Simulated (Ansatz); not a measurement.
Reactions of `FCC(F)(F)CF`.

Isolated molecules relaxed with PBE0-D4/def2-TZVP in Ansatz; ΔE leaves out vibrations. CBS: MP2 limit from def2 TZ/QZ plus the TZ coupled-cluster correction, frozen cores. This one scheme is used for every species. DFT in def2-TZVPP. Triplets are unrestricted, without spin–orbit coupling. One conformer a species, not always the lowest.

```tsv
reaction	CCSD(T)/CBS(def2) (kJ/mol)
`FCC(F)(F)CF` + H₂S → `FCS` + `FCC(F)F`	28
`FCC(F)(F)CF` + H₂ → `CC(F)(F)CF` + H–F	?
`FCC(F)(F)CF` → `FCC(F)F` + `[CH]F`	384
`FCC(F)(F)CF` + `CF` → `FCCC(F)(F)CF` + H–F	-66
`FCC(F)(F)CF` → `FCC(F)(F)F` + `[CH2]` (triplet)	397
`FCC(F)(F)CF` + H₂ → `FCC(F)F` + `CF`	?
`FCC(F)(F)CF` + H–F → `FCC(F)(F)F` + `CF`	19
```

Task: Fill in the missing values. (Estimate.)

Result: Computed: `FCC(F)(F)CF` + H₂ → `CC(F)(F)CF` + H–F: -123.0 kJ/mol; `FCC(F)(F)CF` + H₂ → `FCC(F)F` + `CF`: -34.7 kJ/mol.

Largest T1 diagnostic: 0.018, for `[CH]F`.
